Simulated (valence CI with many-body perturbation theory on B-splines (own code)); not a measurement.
## E1 line list for Tc⁴⁺

Method: valence CI with perturbative core correlation (CI+MBPT): three valence electrons over a frozen Dirac-Fock core [Kr], radial functions for each j: 7 s, 7 p, 8 d, 6 f, 4 g, 1 h, with the one-electron correlation potential Σ1 (screened to all orders), the two-electron term Σ2, the three-electron term Σ3, Breit, model QED; selected single and double excitations, second order for the rest (own B-spline code, finite nucleus).

No measured levels were compared; by estimate terms of the open shell hold to 2 to 4 % of their energy, and close levels can change places; different configurations can be misplaced against each other by 1,000 to 8,000 cm⁻¹. The list stops below the first excitations out of the core.

Lines 101 to 150 of 570 in falling wavelength, among levels below 248850 cm⁻¹, chosen from the strongest by gf and those to the six lowest levels. Wavelengths and rates use the calculated energies, so an error of 2000 cm⁻¹ moves a line at 1658 Å by 3.3 % and its rate by three times that or more. Electric multipoles are in the length gauge, E1 and E2 with the static RPA response of the core. Weak lines are less certain than strong ones. Lines between different terms over intervals too small for the method are left out, as are lines whose strength nearly cancels. Where a level lies close to another of its J and parity, the split of strength between their lines is uncertain. The highest levels of a list are the least certain.

Names give the largest LS component (configuration and term), which can be under half, so a name can repeat, a term be missing and a line seem to break the LS rules; names also repeat where a configuration has a term twice. Letters in brackets count levels of one name in rising energy.

```tsv
λ vac (Å)	Upper	Lower	A (s⁻¹)	log gf	Branch %
1658	4d2 5p 2G°_9/2 [a]	4d2 5s 2F_7/2	4.66e+08	0.28	9.8
1654	4d2 5p 4D°_7/2 [a]	4d2 5s 2F_5/2	1.82e+07	-1.22	0.4
1651	4d2 5p 4F°_7/2	4d2 5s 4F_9/2	2.17e+08	-0.15	4.5
1651	4d2 5p 4D°_1/2 [b]	4d2 5s 4P_3/2	9.66e+07	-1.10	4.1
1649	4d2 5p 2P°_1/2 [c]	4d2 5s 2S_1/2	6.40e+08	-0.28	12.8
1643	4d2 5p 2P°_3/2 [a]	4d2 5s 4P_3/2	2.03e+08	-0.48	3.9
1642	4d2 5p 2P°_3/2 [a]	4d2 5s 4P_5/2	2.75e+07	-1.35	0.5
1642	4d2 5p 4F°_3/2	4d2 5s 4F_3/2	3.17e+08	-0.29	6.9
1639	4d2 5p 2G°_7/2 [a]	4d2 5s 2F_5/2	5.13e+08	0.22	10.2
1636	4d2 5p 4D°_1/2 [b]	4d2 5s 4P_1/2	4.59e+08	-0.43	19.3
1627	4d2 5p 2F°_5/2 [b]	4d2 5s 4P_3/2	8.41e+07	-0.70	1.4
1626	4d2 5p 4G°_9/2	4d2 5s 4F_7/2	4.21e+08	0.22	24.7
1626	4d2 5p 2F°_5/2 [b]	4d2 5s 4P_5/2	1.22e+08	-0.54	2.1
1624	4d2 5p 2P°_1/2 [a]	4d2 5s 2D_3/2	4.47e+08	-0.45	8.1
1624	4d2 5p 4F°_5/2	4d2 5s 4F_5/2	2.05e+08	-0.31	4.6
1620	4d2 5p 4D°_5/2 [b]	4d2 5s 2D_3/2	1.87e+08	-0.36	6.1
1616	4d2 5p 2H°_9/2	4d2 5s 2G_7/2	6.82e+08	0.43	21.5
1615	4d2 5p 4D°_3/2 [b]	4d2 5s 4P_3/2	1.90e+08	-0.53	6.5
1614	4d2 5p 2H°_9/2	4d2 5s 2G_9/2	4.44e+07	-0.76	1.4
1612	4d2 5p 2D°_3/2 [b]	4d2 5s 2D_5/2	8.91e+07	-0.86	2.2
1609	4d2 5p 2F°_7/2 [a]	4d2 5s 4F_9/2	1.65e+08	-0.29	3.8
1603	4d2 5p 4F°_7/2	4d2 5s 4F_7/2	3.05e+08	-0.03	6.4
1601	4d2 5p 4F°_9/2	4d2 5s 4F_9/2	4.16e+08	0.20	9.5
1601	4d2 5p 4D°_3/2 [b]	4d2 5s 4P_1/2	2.56e+08	-0.41	8.7
1598	4d2 5p 4F°_5/2	4d2 5s 4F_3/2	3.16e+07	-1.14	0.7
1593	4d2 5p 2D°_5/2 [c]	4d2 5s 2P_3/2	4.97e+08	0.05	8.6
1593	4d2 5p 2D°_5/2 [b]	4d2 5s 2D_5/2	9.65e+07	-0.66	2.7
1588	4d2 5p 4S°_3/2	4d2 5s 2F_5/2	2.51e+07	-1.42	0.4
1587	4d2 5p 2G°_7/2 [b]	4d2 5s 4P_5/2	1.63e+08	-0.31	2.5
1583	4d2 5p 4G°_11/2	4d2 5s 4F_9/2	8.05e+08	0.56	63.6
1582	4d2 5p 4P°_3/2	4d2 5s 2D_5/2	6.19e+07	-1.03	1.9
1576	4d2 5p 2F°_5/2 [b]	4d2 5s 2F_7/2	2.44e+07	-1.26	0.4
1576	4d2 5p 2F°_5/2 [a]	4d2 5s 4F_5/2	1.61e+08	-0.44	5.2
1575	4d2 5p 4D°_7/2 [c]	4d2 5s 2D_5/2	6.40e+08	0.28	12.7
1574	4d2 5p 2P°_1/2 [a]	4d2 5s 4P_3/2	2.57e+08	-0.72	4.6
1573	4d2 5p 2D°_3/2 [c]	4d2 5s 2P_1/2	6.06e+08	-0.05	9.4
1573	4d2 5p 2D°_3/2 [b]	4d2 5s 2D_3/2	4.33e+08	-0.19	10.8
1570	4d2 5p 4D°_5/2 [b]	4d2 5s 4P_3/2	1.85e+08	-0.39	6.0
1569	4d2 5p 4D°_5/2 [b]	4d2 5s 4P_5/2	1.82e+08	-0.39	6.0
1565	4d2 5p 4F°_7/2	4d2 5s 4F_5/2	2.17e+08	-0.20	4.5
1563	4d2 5p 2F°_7/2 [a]	4d2 5s 4F_7/2	9.05e+07	-0.58	2.1
1560	4d2 5p 2P°_1/2 [a]	4d2 5s 4P_1/2	2.26e+07	-1.78	0.4
1559	4d2 5p 4P°_1/2	4d2 5s 2D_3/2	1.86e+08	-0.87	5.3
1559	4d2 5p 2D°_3/2 [a]	4d2 5s 4F_5/2	5.51e+07	-1.10	1.3
1556	4d2 5p 4F°_9/2	4d2 5s 4F_7/2	3.67e+08	0.12	8.4
1555	4d2 5p 2D°_5/2 [b]	4d2 5s 2D_3/2	2.55e+07	-1.26	0.7
1553	4d2 5p 2P°_1/2 [b]	4d2 5s 2P_3/2	2.73e+08	-0.71	5.6
1552	4d2 5p 2F°_5/2 [a]	4d2 5s 4F_3/2	2.80e+08	-0.22	9.0
1549	4d2 5p 2H°_11/2	4d2 5s 2G_9/2	8.19e+08	0.55	28.6
1549	4d2 5p 2P°_3/2 [c]	4d2 5s 2S_1/2	7.98e+08	0.06	16.3
```
